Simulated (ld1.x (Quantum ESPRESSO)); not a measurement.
Which change was made? (Zr, RRKJ)

* Element: Zr (Z = 40)
* Generator: ld1.x (Quantum ESPRESSO) 7.5
* Type: norm-conserving RRKJ (Kleinman–Bylander form)
* Functional: LDA (PZ)
* Relativity: scalar-relativistic
* Frozen core: [Ar] 3d10
* Valence charge: 12
* Reference configuration: 4s2 4p6 4d2 5s2 5p0
* Partial waves: 4p (bound): rc 1.65 bohr; 4d (bound): rc 2.55 bohr; 4s (bound): rc 1.70 bohr
* Local potential: the s channel
* Core correction: none
* rho0: 0.005

Occupied shells without a wave of their own: 5s. They enter only through the test configuration that unscreens the potential.

Cutoffs, loose and tight: the cutoffs (Ry, on a coarse ladder) from which the occupation-weighted sum of valence levels, in a spherical-Bessel basis at the reference potential, stays within 10 and 1 mRy of its value at 400 Ry. They do not see the model core or the augmentation charge, which bear on the density cutoff. Test errors are all-electron minus pseudo excitation energies from the reference, over the configurations 4s2 4p6 4d2 5s1 5p0; 4s2 4p6 4d2 5s0 5p0; 4s2 4p6 4d1 5s0 5p0; 4s2 4p6 4d2 5s1 5p1; 4s2 4p6 4d1 5s2 5p0; 4s2 4p6 4d2 5s0 5p1; 4s2 4p6 4d0 5s0 5p0 (two spin-polarised tests are not counted in the largest error); variants that change the core or the reference have their own tests.

The base gives: outcome: generated, misses its reference levels by 0.46 eV; cutoff, loose: 50 Ry; cutoff, tight: 80 Ry; bound ghosts: none; largest test error (meV): -2816.

Task: After one change the result is: outcome: generated, misses its reference levels by 0.38 eV; cutoff, loose: 50 Ry; cutoff, tight: 80 Ry; bound ghosts: none; largest test error (meV): -2359. Which change was it?
A. wave 4s (bound): rc 1.70 bohr becomes 4s (bound): rc 2.16 bohr
B. wave 4s (bound): rc 1.70 bohr becomes 4s (bound): rc 1.98 bohr
C. wave 4s (bound): rc 1.70 bohr becomes 4s (bound): rc 1.14 bohr
D. wave 4s (bound): rc 1.70 bohr becomes 4s (bound): rc 1.68 bohr

Result: D. The others give: wave 4s (bound): rc 1.70 bohr becomes 4s (bound): rc 2.16 bohr → outcome: generated, misses its reference levels by 1.53 eV; bound ghosts: none; largest test error (meV): -9021 | wave 4s (bound): rc 1.70 bohr becomes 4s (bound): rc 1.98 bohr → outcome: generated, misses its reference levels by 1.13 eV; cutoff, loose: 45 Ry; cutoff, tight: 70 Ry; bound ghosts: none; largest test error (meV): -6948 | wave 4s (bound): rc 1.70 bohr becomes 4s (bound): rc 1.14 bohr → outcome: generated; cutoff, loose: 80 Ry; cutoff, tight: 160 Ry; bound ghosts: none; largest test error (meV): -216.
